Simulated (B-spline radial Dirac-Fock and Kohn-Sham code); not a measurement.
ΔSCF core binding energies without Breit or QED terms, calculated with a B-spline atomic structure program.

A sound run for the free lutetium atom, configuration [Xe] 4f14 5d1 6s2: The ground state converged in 13 iterations, with total energy -14572.44807 Ha, virial ratio 1.89758 and highest orbital energy -5.03 eV. ΔSCF binding energies: K (1s) 63621.1 eV, L3 (2p3/2) 9275.7 eV, M5 (3d5/2) 1598.5 eV.

A second run, with one unsound setting: The ground state had not converged after 84 iterations, with total energy -16131.47200 Ha, virial ratio 1.33094 and highest orbital energy -2.07 eV. ΔSCF binding energies: K (1s) 47094.5 eV, L3 (2p3/2) 10449.1 eV, M5 (3d5/2) 903.8 eV (not all states converged, so these are not final).

```
iter   energy (Ha)        error
   1   -15992.84544124  1.01e+01
   2   -15820.39878286  3.56e+00
   3   -16121.73884098  1.35e+00
   4   -16147.28972755  4.54e-01
   5   -16066.07500730  1.07e+00
   6   -16122.73655179  1.28e+00
   7   -16142.64530378  5.29e-01
   8   -16146.00370214  3.48e-01
   9   -16149.12176725  1.19e-01
  17   -16130.93927749  4.92e-01
  25   -16146.79682231  3.14e-01
  33   -16129.82650522  5.26e-01
  41   -16131.03552827  5.19e-01
  49   -16149.69054561  2.89e-02
  57   -16149.41147137  7.81e-02
  65   -16131.11933751  4.79e-01
  73   -16131.16587669  4.87e-01
  81   -16147.54844506  1.76e-01
  84   -16131.47199959  4.76e-01
```

Q: Which fault fits the second run best?
A. overfilled shell
B. nuclear radius in wrong units
C. unbound anion
D. speed of light below Z

A: D. The input had c_factor = 0.3118: c_factor makes c so small that Zα exceeds 1, so any numbers that come out have no meaning.
